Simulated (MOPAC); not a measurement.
MOPAC input (AM1):

```
AM1 PRECISE GNORM=0.05 LET XYZ GEO-OK AUX(PRECISION=9) THREADS=1
C2H5F

C    -1.18435400 1    0.16935200 1    0.19993800 1
C     0.30797200 1    0.19384400 1    0.42277400 1
F     0.96245700 1   -0.39075400 1   -0.66767900 1
H    -1.54195200 1   -0.85550100 1    0.09361500 1
H    -1.69398700 1    0.62584100 1    1.05159400 1
H    -1.44953700 1    0.72679400 1   -0.69919600 1
H     0.59445900 1   -0.37365700 1    1.31119500 1
H     0.68719400 1    1.21413500 1    0.51562900 1
```

Output:

```
 *******************************************************************************
 **                                                                           **
 **                              MOPAC v23.2.5                                **
 **                                                                           **
 *******************************************************************************
 ** MOPAC's Digital Object Identifier: https://doi.org/10.5281/zenodo.6511958 **
 **                                                                           **
 ** Please cite the open-source release paper for use of this MOPAC version:  **
 ** J. E. Moussa and J. J. P. Stewart (2026)                                  **
 ** MOPAC: An open-source semiempirical molecular orbital program             **
 ** J. Open Source Softw., 11(119), 8025, https://doi.org/10.21105/joss.08025 **
 *******************************************************************************

                              AM1 CALCULATION RESULTS

 *******************************************************************************
 *  AM1        - The AM1 Hamiltonian to be used
 *  GEO-OK     - OVERRIDE INTERATOMIC DISTANCE AND OTHER SAFETY CHECKS
 *  LET        - OVERRIDE SOME SAFETY CHECKS
 *  PRECISE    - TIGHTER CRITERIA TO BE USED
 *  XYZ        - CARTESIAN COORDINATE SYSTEM TO BE USED
 *  GNORM      - EXIT WHEN GRADIENT NORM DROPS BELOW 0.050
 *  AUX        - OUTPUT AUXILIARY INFORMATION
 *******************************************************************************
AM1 PRECISE GNORM=0.05 LET XYZ GEO-OK AUX(PRECISION=9) THREADS=1
 C2H5F

   ATOM   CHEMICAL          X               Y               Z
  NUMBER   SYMBOL      (ANGSTROMS)     (ANGSTROMS)     (ANGSTROMS)

     1       C         -1.18435400  *   0.16935200  *   0.19993800  *
     2       C          0.30797200  *   0.19384400  *   0.42277400  *
     3       F          0.96245700  *  -0.39075400  *  -0.66767900  *
     4       H         -1.54195200  *  -0.85550100  *   0.09361500  *
     5       H         -1.69398700  *   0.62584100  *   1.05159400  *
     6       H         -1.44953700  *   0.72679400  *  -0.69919600  *
     7       H          0.59445900  *  -0.37365700  *   1.31119500  *
     8       H          0.68719400  *   1.21413500  *   0.51562900  *

          CARTESIAN COORDINATES

    NO.       ATOM           X           Y           Z

     1         C         -1.1844      0.1694      0.1999
     2         C          0.3080      0.1938      0.4228
     3         F          0.9625     -0.3908     -0.6677
     4         H         -1.5420     -0.8555      0.0936
     5         H         -1.6940      0.6258      1.0516
     6         H         -1.4495      0.7268     -0.6992
     7         H          0.5945     -0.3737      1.3112
     8         H          0.6872      1.2141      0.5156

  H: (AM1): M.J.S. DEWAR ET AL, J. AM. CHEM. SOC. 107 3902-3909 (1985)
  C: (AM1): M.J.S. DEWAR ET AL, J. AM. CHEM. SOC. 107 3902-3909 (1985)
  F: (AM1): M.J.S. DEWAR AND E. G. ZOEBISCH, THEOCHEM, 180, 1 (1988).

           Empirical Formula: C2 H5 F  =     8 atoms

      MOLECULAR POINT GROUP   :   Cs

      RHF CALCULATION, NO. OF DOUBLY OCCUPIED LEVELS = 10

          Geometry optimization using EF

          DIAGONAL MATRIX USED AS START HESSIAN

 CYCLE:     1  GRAD.:    70.860 HEAT: -64.28429
 CYCLE:     2  GRAD.:   333.915 HEAT: -45.48758
 CYCLE:     3  GRAD.:   197.175 HEAT: -48.68605
 CYCLE:     4  GRAD.:   147.863 HEAT: -59.80733
 CYCLE:     5  GRAD.:   166.960 HEAT: -57.67501
 CYCLE:     6  GRAD.:    99.301 HEAT: -63.29973
 CYCLE:     7  GRAD.:   168.493 HEAT: -54.46136
 CYCLE:     8  GRAD.:    91.696 HEAT: -64.21224
 CYCLE:     9  GRAD.:   100.273 HEAT: -63.85677
 CYCLE:    10  GRAD.:    63.466 HEAT: -64.70192
 CYCLE:    11  GRAD.:   101.612 HEAT: -63.71018
 CYCLE:    12  GRAD.:     8.513 HEAT: -66.31362
 CYCLE:    13  GRAD.:     2.357 HEAT: -66.33323
 CYCLE:    14  GRAD.:     4.222 HEAT: -66.33054
 CYCLE:    15  GRAD.:     3.945 HEAT: -66.32871
 CYCLE:    16  GRAD.:     1.290 HEAT: -66.33459
 CYCLE:    17  GRAD.:     0.665 HEAT: -66.33576
 CYCLE:    18  GRAD.:     1.172 HEAT: -66.33550
 CYCLE:    19  GRAD.:     0.585 HEAT: -66.33580
 CYCLE:    20  GRAD.:     0.236 HEAT: -66.33590
 CYCLE:    21  GRAD.:     0.030 HEAT: -66.33592

     GRADIENT =  0.02957 IS LESS THAN CUTOFF =  0.05000

 -------------------------------------------------------------------------------
 AM1 PRECISE GNORM=0.05 LET XYZ GEO-OK AUX(PRECISION=9) THREADS=1
 C2H5F

     GEOMETRY OPTIMISED USING EIGENVECTOR FOLLOWING (EF).
     SCF FIELD WAS ACHIEVED

                              AM1 CALCULATION
                                                       MOPAC v23.2.5 Linux

          FINAL HEAT OF FORMATION =        -66.33592 KCAL/MOL =    -277.54951 KJ/MOL

          COSMO AREA              =         84.69 SQUARE ANGSTROMS
          COSMO VOLUME            =         66.43 CUBIC ANGSTROMS

          GRADIENT NORM           =          0.02957          =       0.01046 PER ATOM
          IONIZATION POTENTIAL    =         11.575526 EV
          HOMO LUMO ENERGIES (EV) =        -11.576  3.555
          NO. OF FILLED LEVELS    =         10
          MOLECULAR WEIGHT        =         48.0599         POINT GROUP:  Cs

          MOLECULAR DIMENSIONS (Angstroms)

            Atom       Atom       Distance
            H     5    F     3     3.35291
            H     6    H     7     2.97566
            H     8    H     4     2.87829

          SCF CALCULATIONS        =         22

   ATOM   CHEMICAL          X               Y               Z
  NUMBER   SYMBOL      (ANGSTROMS)     (ANGSTROMS)     (ANGSTROMS)

     1       C         -1.19310118  *   0.17219211  *   0.20460240  *
     2       C          0.31289144  *   0.18298833  *   0.40168750  *
     3       F          0.97911390  *  -0.39050141  *  -0.66523421  *
     4       H         -1.56420761  *  -0.87438283  *   0.09491635  *
     5       H         -1.68607283  *   0.64313588  *   1.08702460  *
     6       H         -1.46985522  *   0.74113760  *  -0.71455343  *
     7       H          0.58099318  *  -0.38799735  *   1.33419023  *
     8       H          0.67621552  *   1.24229239  *   0.51733536  *

                             CARTESIAN COORDINATES

   1    C       -1.193101179     0.172192107     0.204602405
   2    C        0.312891443     0.182988332     0.401687495
   3    F        0.979113903    -0.390501407    -0.665234213
   4    H       -1.564207610    -0.874382826     0.094916353
   5    H       -1.686072825     0.643135880     1.087024604
   6    H       -1.469855216     0.741137602    -0.714553430
   7    H        0.580993180    -0.387997349     1.334190233
   8    H        0.676215517     1.242292393     0.517335357

           Empirical Formula: C2 H5 F  =     8 atoms

      MOLECULAR POINT GROUP   :   Cs

                  EIGENVALUES
 -48.65659 -32.44357 -23.83142 -17.02178 -16.89509 -15.78164 -13.65679 -13.26231
 -12.11195 -11.57553   3.55476   3.75469   3.88919   4.02876   4.50958   4.76396
   4.99146

              NET ATOMIC CHARGES AND DIPOLE CONTRIBUTIONS

  ATOM NO.   TYPE          CHARGE      No. of ELECS.   s-Pop       p-Pop
    1          C          -0.249453        4.2495     1.23202     3.01743
    2          C           0.009056        3.9909     1.22238     2.76856
    3          F          -0.178249        7.1782     1.92377     5.25448
    4          H           0.088477        0.9115     0.91152
    5          H           0.085338        0.9147     0.91466
    6          H           0.088476        0.9115     0.91152
    7          H           0.078178        0.9218     0.92182
    8          H           0.078178        0.9218     0.92182
 DIPOLE           X         Y         Z       TOTAL
 POINT-CHG.    -0.904     0.664     1.219     1.656
 HYBRID        -0.029     0.013     0.023     0.039
 SUM           -0.933     0.677     1.242     1.694

          ATOMIC ORBITAL ELECTRON POPULATIONS

     Atom    s        px        py        pz
    1  C   1.23202   0.95192   1.03560   1.02991
    2  C   1.22238   0.91867   0.97879   0.87110
    3  F   1.92377   1.81149   1.86283   1.58015
    4  H   0.91152
    5  H   0.91466
    6  H   0.91152
    7  H   0.92182
    8  H   0.92182

 **********************
 *                    *
 * JOB ENDED NORMALLY *
 *                    *
 **********************

 == MOPAC DONE ==
```

The geometry given is a B3LYP-D3(BJ)/def2-TZVP minimum.
